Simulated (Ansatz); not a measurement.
Torsion H4–Si1–Pb2–Br3 in BrH3PbSi (SMILES [SiH3][Pb][Br]); at each angle all else is relaxed with GFN2-xTB, and the levels are single points there.
Geometry at 60° (charge 0, multiplicity 1):
```json
[
 {"atom": "Si", "x (Å)": "-0.7664", "y (Å)": "0.0105", "z (Å)": "-0.0011"},
 {"atom": "Pb", "x (Å)": "1.5318", "y (Å)": "1.4296", "z (Å)": "-0.1347"},
 {"atom": "Br", "x (Å)": "3.0445", "y (Å)": "-0.5053", "z (Å)": "0.7000"},
 {"atom": "H", "x (Å)": "-1.1027", "y (Å)": "-0.4909", "z (Å)": "1.3304"},
 {"atom": "H", "x (Å)": "-1.9297", "y (Å)": "0.8148", "z (Å)": "-0.3974"},
 {"atom": "H", "x (Å)": "-0.8147", "y (Å)": "-1.1601", "z (Å)": "-0.8759"}
]
```

On the grid 0° to 120°, 0° is the highest and 60° the lowest point at MP2/CBS(def2-TZVPP, def2-QZVPP) + ΔCCSD(T)/def2-TZVPP.

Run with Ansatz (a program for electronic structure) with Gaussian orbitals.  In def2 rows elements past Kr take small-core potentials, without spin–orbit coupling.

Task: What is the computed energy at 0° less that at 60° (HF/def2-SVP)?

Result: 0.4 kcal/mol
